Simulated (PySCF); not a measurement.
# Tl2 from Hartree–Fock to correlated methods

State: ³Πu (triplet), unpaired electrons σ ↑, π ↑. Set-up: Tl def2-TZVPP with ECP60; scalar-relativistic core potentials (PySCF 2.14). De refers to Tl + Tl in their high-spin ground configurations, without counterpoise correction. The functionals are run spin-unrestricted.

```tsv
Level	Re (Å)	ωe (cm⁻¹)	De (eV)	CPU s a point (SCF and correlation, without the integrals)
UHF	3.175	79.8	0.54	1
UHF-MP2	3.042	89.0	1.15	1.9
UHF-SCS-MP2	3.068	87.4	0.95	n/a
UHF-CCSD	3.104	83.1	0.98	n/a
UHF-CCSD(T)	3.104	81.9	1.07	87
PBE	3.176	73.5	1.28	1.1
revPBE	3.227	69.4	1.14	0.85
PW91	3.167	74.2	1.30	0.74
r²SCAN	3.113	79.6	1.27	1.4
r²SCANh	3.101	81.3	1.24	1.9
B3LYP	3.181	74.7	1.09	1.8
PBE0	3.118	80.1	1.18	2.4
ωB97X	3.066	91.3	1.07	2.8
```

The bond length runs from 3.042 Å (UHF-MP2) to 3.227 Å (revPBE). De spans 0.54 eV (UHF, mean field) to 1.30 eV (PW91, GGA). Correlation at CCSD(T) changes the Hartree–Fock bond energy by +0.53 eV; the triples alone change it by +0.09 eV.

Correlated steps freeze 8 core orbitals. These are scalar-relativistic numbers at best; spin–orbit coupling would shift them, the dissociation energy most. The state was picked by a PBE0 search and need not be the measured ground state.

The whole job (state search and all levels along the bond) took about 8.7 min on 2 threads of Intel Xeon 6975P-C (shared host), peak memory 3.6 GiB.
